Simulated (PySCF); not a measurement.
# Bond length, frequency and bond energy of NaGa⁺ by level of theory

State: ²Σ⁺ (doublet), unpaired electrons σ ↑. Set-up: PySCF, no relativity, basis sets Na aug-pcseg-1, Ga aug-pcseg-1. De refers to Na⁺ + Ga in their high-spin ground configurations, without counterpoise correction. The functionals are run spin-unrestricted. A positive dipole points towards Ga; it is taken about the centre of mass and depends on that origin.

```
      Level  Re (Å)  ωe (cm⁻¹)  De (eV)  μ (D)  CPU s a point (SCF and correlation, without the integrals)
        UHF   3.494        105     0.81  -8.24                                                        0.12
    UHF-MP2   3.493        105     0.80    n/a                                                         0.2
UHF-SCS-MP2   3.501        105     0.80    n/a                                                         n/a
   UHF-CCSD   3.499        105     0.80    n/a                                                         n/a
UHF-CCSD(T)   3.498        105     0.80    n/a                                                         4.7
        PBE   3.484       95.0     1.03  -6.84                                                        0.45
       PW91   3.467       96.6     1.05  -6.87                                                        0.34
       TPSS   3.481       97.3     0.98  -7.29                                                        0.62
     r²SCAN   3.448        102     0.90  -7.62                                                        0.58
       PBE0   3.434        102     0.96  -7.23                                                        0.89
       MN15   3.353        114     0.79  -7.78                                                        0.65
```

Question: Which functional lies closest to UHF-CCSD(T) in De, which farthest, and by how much do they differ from it?

Answer: Closest is MN15 (-14.5 pm in Re, +8.6 % in ωe, -0.01 eV in De against UHF-CCSD(T) in the same basis), farthest PW91 (-3.1 pm in Re, -8.0 % in ωe, +0.25 eV in De). CCSD(T) converges more slowly with the basis than the functionals do and binds too weakly in this one, so the order can change at the basis-set limit.

Question: What does a quarter of exact exchange do here, going from PBE to PBE0?

Answer: PBE0 less PBE: -5.0 pm in Re, +7.4 % in ωe, -0.07 eV in De. Exact exchange removes part of the self-interaction that spreads semilocal densities, and in most molecules shortens and stiffens the bond and lowers De; so it does here.

Question: What does the step from GGA to meta-GGA do here, going from PBE to r²SCAN?

Answer: r²SCAN less PBE: -3.6 pm in Re, +7.4 % in ωe, -0.13 eV in De. 

Correlated steps freeze 10 core orbitals. Correlated levels converge slowly with the basis: in double zeta they bind strong bonds too weakly, by up to about 1 eV, and carry superposition errors of some tenths. Spin–orbit coupling is left out. For an ion De counts to the pair picked by the measured ionisation energies or electron affinities, which need not be the lowest pair at this level. The state was picked by a PBE0 search and need not be the measured ground state.

The whole job (state search and all levels along the bond) took about 1.8 min on 1 thread of Intel Xeon Platinum 8488C (shared host), peak memory 0.54 GiB.
